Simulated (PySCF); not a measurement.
# C5H10NOSi: g tensor and hyperfine couplings

Compound: C5H10NOSi (doublet state).
Cartesian coordinates in Å at the GFN2-xTB level; atoms count from 1:
```
atom  x, y, z in Å
C1     3.6633    0.9555   -0.1164
N2     2.6684    0.1055   -0.0967
Si3    1.0317    0.1545   -0.1502
C4     0.0801   -1.4717   -0.2502
C5    -1.4104   -1.1841   -0.0575
C6    -1.8892   -0.0561   -0.9726
C7    -1.3950    1.3086   -0.5038
O8     0.0049    1.3885   -0.4120
H9     3.5602    2.0145   -0.3014
H10    4.6496    0.5556    0.0477
H11    0.2308   -1.9367   -1.2259
H12    0.4238   -2.1918    0.4892
H13   -1.9909   -2.0871   -0.2673
H14   -1.6037   -0.9076    0.9831
H15   -1.5254   -0.2388   -1.9869
H16   -2.9803   -0.0299   -1.0017
H17   -1.7114    2.0905   -1.2029
H18   -1.8151    1.5370    0.4843
```

The hyperfine couplings belong to this conformer and change with its torsions.

Identity: `C=N[Si]1CCCCO1` [radical].

Method used: PySCF, UKS B3LYP, pcH-1 on C H N O Si, non-relativistic, mean-field spin-orbit, GIAO. The structure is a single GFN2-xTB conformer in the gas phase; no vibrational or solvent corrections. The geometry wasn't refined by DFT: couplings that depend on bond lengths, twists or pyramidal angles can differ widely from those at the functional's own minimum. The SCF solution wasn't tested for stability.

```json
{
 "g1, g2, g3": "2.00200, 2.00210, 2.00394",
 "g_iso": "2.00268",
 "Form of g": "close to axial: the two nearest values differ by 5 % of g3 − g1",
 "⟨S²⟩": "0.7657 (exact 0.7500)",
 "α and β electrons": "35, 34"
}
```

Hyperfine couplings atom by atom, in G; T1 to T3 are the principal values of the dipolar part (MHz turned into gauss with g_iso; 10 G = 1 mT):

```csv
atom,isotope,a_iso,of which spin–orbit,T1,T2,T3,Mulliken spin population
C1,13C,18.9,0.0,-17.7,-16.8,34.5,0.60
N2,14N,-1.8,0.0,-2.6,0.7,1.9,-0.12
Si3,29Si,-58.4,0.3,-39.6,19.2,20.4,0.55
C4,13C,-2.4,0.0,-0.7,0.0,0.7,-0.03
C5,13C,1.6,0.0,-0.1,-0.1,0.2,0.00
C6,13C,-0.1,0.0,-0.1,-0.1,0.2,0.00
C7,13C,-0.4,0.0,-0.2,-0.2,0.4,0.00
O8,17O,-7.4,0.0,-7.7,3.6,4.1,0.04
H9,1H,-14.3,0.0,-7.7,-0.2,7.8,-0.03
H10,1H,-14.9,0.0,-8.3,0.1,8.3,-0.03
H11,1H,12.8,0.0,-0.7,-0.3,1.0,0.01
H12,1H,5.0,0.0,-0.8,-0.6,1.4,0.00
H13,1H,-0.8,0.0,-0.3,-0.2,0.5,0.00
H14,1H,-0.1,0.0,-0.6,-0.4,1.0,0.00
H15,1H,0.0,0.0,-0.4,-0.3,0.7,0.00
H16,1H,-0.1,0.0,-0.2,-0.2,0.4,0.00
H17,1H,0.8,0.0,-0.5,-0.4,0.9,0.00
H18,1H,1.5,0.0,-0.6,-0.4,1.0,0.01
```

The largest Mulliken spin populations are on C1 (+0.60), Si3 (+0.55) and N2 (-0.12). The positive populations add up to 1.22 and the negative ones to -0.22, together 2S = 1. The angles at C1 add up to 360.0°, so it is planar.

The SMILES `C=N[Si]1CCCCO1` draws the unpaired electron on Si3, whose computed spin population is only +0.55.

Axes: g3 points within 4° of the N2–Si3 bond.

Under fast tumbling the dipolar parts average out, and these isotropic splittings remain: 1 × 1H (H10, I = 1/2, 2 lines) with 1.49 mT, 1 × 1H (H9, I = 1/2, 2 lines) with 1.43 mT, 2 × 1H (H11/H12, I = 1/2, 3 lines) with 0.89 mT, 1 × 14N (N2, I = 1, 3 lines) with 0.18 mT, 2 × 1H (H17/H18, I = 1/2, 3 lines) with 0.11 mT and 2 × 1H (H13/H14, I = 1/2, 3 lines) with 0.04 mT.

Nuclei that the bonding pattern makes equivalent are averaged, as if the motion that swaps them (rotation, inversion, ring flip) were fast. The 1H value of +25.0 MHz is a mean of couplings from 14.1 to 36.0 MHz in this one geometry, not an average over conformers.

The 17O coupling of O8 (-20.8 MHz) shows only in satellite lines or after enrichment, since that isotope makes up about 0.038 % of natural oxygen.

The 29Si coupling of Si3 (-163.7 MHz) shows only in satellite lines or after enrichment, since that isotope makes up about 4.7 % of natural silicon.

The spin density at the nucleus, in bohr⁻³, is negative for N2 (-0.0156), H10 (-0.0093) and H9 (-0.0089), for instance. A restricted open-shell determinant has no negative spin density anywhere; here it arises because α and β orbitals differ (spin polarisation).
